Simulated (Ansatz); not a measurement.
A nudged elastic band was laid between two geometries of BClFH2N + H2 (8 atoms, charge 0, multiplicity 1).

All numbers below come from RHF/def2-SVP (Ansatz).

```yaml
movable_images: 5
climbing_image: yes
spring: 2.0 to 10.0 eV/Å², energy-weighted
optimiser: quadratic models (default)
start_path: through a guess of the saddle point
force_threshold: 0.05 eV/Å
iteration_limit: 60
end_points: relaxed
```

Initial state:

```xyz
8
Properties=species:S:1:pos:R:3
B 0.016 -0.553 0.294
N 0.030 -0.602 1.679
H -0.770 -0.846 2.224
H 0.855 -0.396 2.203
F 1.102 -0.230 -0.378
Cl -1.455 -0.928 -0.632
H -0.533 3.145 0.461
H -0.503 2.863 1.152
```

Final state:

```xyz
8
Properties=species:S:1:pos:R:3
B -0.115 0.434 0.054
N -0.120 0.318 1.725
H -0.842 -0.313 2.037
H 0.774 -0.046 2.020
F 1.128 -0.011 -0.290
Cl -1.473 -0.725 -0.493
H -0.348 1.584 -0.216
H -0.262 1.213 2.165
```

Question: Which bonds break or form, and what moves?

Answer: Bonds broken: H7–H8. Bonds formed: B1–H7, N2–H8. BClFH2N + H2 becomes BClFH4N.

Question: Give the energies along the band, and the barrier.

Answer: The forces met the threshold. The highest image is number 3 of 0 to 6, 57.2 kcal/mol above the first end and 53.6 kcal/mol above the last; the last end lies 3.5 kcal/mol above the first. Another band between the same ends (5 images) ends at a top of the same energy, where a vibrational analysis finds 1 clearly imaginary mode. The orbitals stay closed-shell, which can raise the energy where a bond breaks towards radicals; this wasn't checked here.

| image | path coordinate (Å) | energy (kcal/mol) | H7–H8 (Å) | B1–H7 (Å) | N2–H8 (Å) |
| --- | --- | --- | --- | --- | --- |
| 0 | 0.00 | 0.0 | 0.75 | 3.74 | 3.55 |
| 1 | 1.66 | 6.8 | 0.74 | 2.33 | 2.34 |
| 2 | 2.29 | 34.0 | 0.78 | 1.73 | 1.75 |
| 3 | 2.71 | 57.2 | 1.01 | 1.41 | 1.35 |
| 4 | 2.97 | 42.5 | 1.27 | 1.30 | 1.12 |
| 5 | 3.31 | 17.5 | 1.66 | 1.22 | 1.01 |
| 6 | 3.96 | 3.5 | 2.41 | 1.20 | 1.01 |

Question: What is the geometry of the highest image?

Answer: 
```xyz
8
Properties=species:S:1:pos:R:3
B -0.100 0.259 0.247
N -0.091 0.110 1.782
H -0.832 -0.416 2.207
H 0.807 -0.091 2.186
F 1.092 0.064 -0.329
Cl -1.561 -0.439 -0.571
H -0.303 1.651 0.265
H -0.271 1.316 1.213
```

Time of the run: 56 s on 1 thread of Arm Neoverse V2, with other jobs on the host, peak memory 0.14 GiB.
